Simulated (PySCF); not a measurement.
Isomers of C4H8O2Si.

All values: PBE0/pcSseg-1 (PySCF) at GFN2-xTB geometries, gas phase, one conformer each.

Problem. Rank by HOMO energy, highest first.
A. `[CH3:1][C@@H:2]1[O:3][CH2:4][C:5](=[O:6])[SiH2:7]1` with C1–C2–O3–C4 -173°, C2–O3–C4–C5 45°, O3–C4–C5–O6 165°, C4–C5–Si7–C2 -7°
B. `[O:1]=[CH:2][C@H:3]1[CH2:4][O:5][CH2:6][SiH2:7]1` with O1–C2–C3–C4 153°, C2–C3–C4–O5 153°, C3–C4–O5–C6 -52°, C4–O5–C6–Si7 42°, O5–C6–Si7–C3 -18°
C. `[CH3:1][O:2][C@:3]1([CH:4]=[O:5])[CH2:6][SiH2:7]1` with C1–O2–C3–C4 78°, O2–C3–C4–O5 -175°
D. `[CH2:1]=[CH:2][O:3][SiH2:4][CH2:5][CH:6]=[O:7]` with C1–C2–O3–Si4 7°, C2–O3–Si4–C5 -57°, O3–Si4–C5–C6 101°, Si4–C5–C6–O7 -89°

Solution. A (-6.51 eV), C (-6.76 eV), D (-7.07 eV), B (-7.26 eV).

Problem. Rank by LUMO energy, highest first.
A. `[CH3:1][O:2][C@:3]1([CH:4]=[O:5])[CH2:6][SiH2:7]1` with C1–O2–C3–C4 78°, O2–C3–C4–O5 -175°
B. `[CH2:1]=[CH:2][O:3][SiH2:4][CH2:5][CH:6]=[O:7]` with C1–C2–O3–Si4 7°, C2–O3–Si4–C5 -57°, O3–Si4–C5–C6 101°, Si4–C5–C6–O7 -89°
C. `[CH3:1][C@@H:2]1[O:3][CH2:4][C:5](=[O:6])[SiH2:7]1` with C1–C2–O3–C4 -173°, C2–O3–C4–C5 45°, O3–C4–C5–O6 165°, C4–C5–Si7–C2 -7°

Solution. B (-0.79 eV), A (-1.02 eV), C (-1.38 eV).

Problem. Rank by the highest IAO charge on any atom, highest value first.
A. `[CH3:1][O:2][C@:3]1([CH:4]=[O:5])[CH2:6][SiH2:7]1` with C1–O2–C3–C4 78°, O2–C3–C4–O5 -175°
B. `[O:1]=[CH:2][C@H:3]1[CH2:4][O:5][CH2:6][SiH2:7]1` with O1–C2–C3–C4 153°, C2–C3–C4–O5 153°, C3–C4–O5–C6 -52°, C4–O5–C6–Si7 42°, O5–C6–Si7–C3 -18°
C. `[CH3:1][C@@H:2]1[O:3][CH2:4][C:5](=[O:6])[SiH2:7]1` with C1–C2–O3–C4 -173°, C2–O3–C4–C5 45°, O3–C4–C5–O6 165°, C4–C5–Si7–C2 -7°
D. `[CH2:1]=[CH:2][O:3][SiH2:4][CH2:5][CH:6]=[O:7]` with C1–C2–O3–Si4 7°, C2–O3–Si4–C5 -57°, O3–Si4–C5–C6 101°, Si4–C5–C6–O7 -89°

Solution. D (+1.024 e), B (+0.736 e), A (+0.689 e), C (+0.635 e).

All values together:

| SMILES | μ (D) | HOMO (eV) | LUMO (eV) | lowest IAO charge (e) | highest IAO charge (e) | lowest Hirshfeld charge (e) | highest Hirshfeld charge (e) |
| --- | --- | --- | --- | --- | --- | --- | --- |
| C[C@@H]1OCC(=O)[SiH2]1 | 2.50 | -6.51 | -1.38 | -0.417 (C) | +0.635 (Si) | -0.225 (O) | +0.321 (Si) |
| O=C[C@H]1COC[SiH2]1 | 2.56 | -7.26 | -0.74 | -0.441 (C) | +0.736 (Si) | -0.243 (O) | +0.361 (Si) |
| C=CO[SiH2]CC=O | 2.35 | -7.07 | -0.79 | -0.618 (C) | +1.024 (Si) | -0.217 (O) | +0.428 (Si) |
| CO[C@]1(C=O)C[SiH2]1 | 2.71 | -6.76 | -1.02 | -0.532 (C) | +0.689 (Si) | -0.253 (O) | +0.338 (Si) |

Conformers: `[CH3:1][C@@H:2]1[O:3][CH2:4][C:5](=[O:6])[SiH2:7]1` with C1–C2–O3–C4 -173°, C2–O3–C4–C5 45°, O3–C4–C5–O6 165°, C4–C5–Si7–C2 -7°; `[O:1]=[CH:2][C@H:3]1[CH2:4][O:5][CH2:6][SiH2:7]1` with O1–C2–C3–C4 153°, C2–C3–C4–O5 153°, C3–C4–O5–C6 -52°, C4–O5–C6–Si7 42°, O5–C6–Si7–C3 -18°; `[CH2:1]=[CH:2][O:3][SiH2:4][CH2:5][CH:6]=[O:7]` with C1–C2–O3–Si4 7°, C2–O3–Si4–C5 -57°, O3–Si4–C5–C6 101°, Si4–C5–C6–O7 -89°; `[CH3:1][O:2][C@:3]1([CH:4]=[O:5])[CH2:6][SiH2:7]1` with C1–O2–C3–C4 78°, O2–C3–C4–O5 -175°.
